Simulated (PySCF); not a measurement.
**A series of octahedral complexes of Different ions with NH3 ligands**

All values are computed with PySCF: state-averaged CASSCF of the d shell with SC-NEVPT2, spin-free X2C, triple-zeta basis on the metal and double-zeta on the ligands, mean-field spin-orbit coupling; model geometries with bond lengths from ionic radii.

| complex | point group | M–L / Å | L–M–L / ° (cis) | solvent |
| --- | --- | --- | --- | --- |
| [Ni(NH3)6]2+ | S6 | 2.12 | 90 | none |
| [Mn(NH3)6]2+ | S6 | 2.26 | 90 | none |
| [Cu(NH3)6]2+ | S6 | 2.16 | 90 | none |
| [Nb(NH3)6]3+ | S6 | 2.15 | 90 | none |
| [V(NH3)6]3+ | S6 | 2.07 | 90 | none |

For [Nb(NH3)6]3+ the d shell alone is too small an active space: its values show what this model gives and aren't sound predictions.

Question: Rank by the spin-orbit constant ζ, lowest first.
A. [Ni(NH3)6]2+
B. [Cu(NH3)6]2+
C. [Mn(NH3)6]2+
D. [Nb(NH3)6]3+
E. [V(NH3)6]3+

Answer: E (188 cm⁻¹), C (308 cm⁻¹), D (554 cm⁻¹), A (646 cm⁻¹), B (805 cm⁻¹).

Question: What are the ground states and moments?

Answer: 
```csv
complex,shell,ground state (NEVPT2),total orbital splitting (CASSCF fit) / cm⁻¹,μeff(300 K) / μB
[Ni(NH3)6]2+,d8,3Ag (from 3A2g),9195,3.14
[Mn(NH3)6]2+,d5,6Ag (from 6A1g),9551,5.92
[Cu(NH3)6]2+,d9,2Eg,7240,2.02
[Nb(NH3)6]3+,d2,3Eg (from 3T1g),40351,2.17
[V(NH3)6]3+,d2,3Eg (from 3T1g),22194,2.73
```

In [V(NH3)6]3+ the next state lies within 300 cm⁻¹ of the lowest, inside the method's error, so which of them is lowest is undecided.

In [Ni(NH3)6]2+, [Mn(NH3)6]2+, [Cu(NH3)6]2+, [Nb(NH3)6]3+, [V(NH3)6]3+ the symmetry is lower than cubic, so the total splitting isn't 10Dq alone: it holds the effect of the lower symmetry too.

The octahedral shape is imposed. Real complexes may take another, with another ground state.
